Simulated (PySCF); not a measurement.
## Bond energies at CCSD(T)/def2-TZVPP beside a composite method

PySCF, lowest determinants of a PBE0 search. The composite is CCSD(T) extrapolated to the basis-set limit from two correlation-consistent sets, with core-valence (CV) and scalar-relativistic (SR) terms as its label shows; it has no spin–orbit coupling and nothing beyond (T).

```
species  state (unpaired electrons)  De CCSD(T) (eV)  De composite (eV)              composite  dissociates to
    GeF               doublet (π ↑)             5.13               5.29        CCSD(T)/CBS(DT)          Ge + F
   PbBr               doublet (π ↑)             3.27               3.33        CCSD(T)/CBS(DT)         Pb + Br
    SiH               doublet (π ↑)             3.12               3.20  CCSD(T)/CBS(TQ)+CV+SR          Si + H
    TlC         quartet (σ ↑, π ↑↑)             2.56               2.62     CCSD(T)/CBS(DT)+CV          Tl + C
   SnCl               doublet (π ↑)             3.74               3.88        CCSD(T)/CBS(DT)         Sn + Cl
   SeCl               doublet (π ↑)             2.52               2.75        CCSD(T)/CBS(TQ)         Se + Cl
    GeI               doublet (π ↑)             2.98               3.00        CCSD(T)/CBS(DT)          Ge + I
    SeI               doublet (π ↑)             2.02               2.21        CCSD(T)/CBS(TQ)          Se + I
```

Task: Does CCSD(T) bind more or less than the composite, by how much on average, and where is the difference largest?

Result: CCSD(T)/def2-TZVPP binds less on average, method and basis taken together: the mean signed difference is -0.12 eV and the mean absolute one 0.12 eV; it is largest for SeCl (-0.23 eV).

The molecules are drawn from runs that passed checks on state, spin purity and fit, so the hardest cases are missing and the errors look smaller than over all diatomics.

Correlated steps freeze the inner cores (5 to 18 orbitals); shallow outer-core shells are correlated. UHF and ROHF references stand side by side, which adds small steps between rows. These are scalar-relativistic numbers at best; spin–orbit coupling would shift them, the dissociation energy most. States were picked by a PBE0 search and need not be the measured ground states.
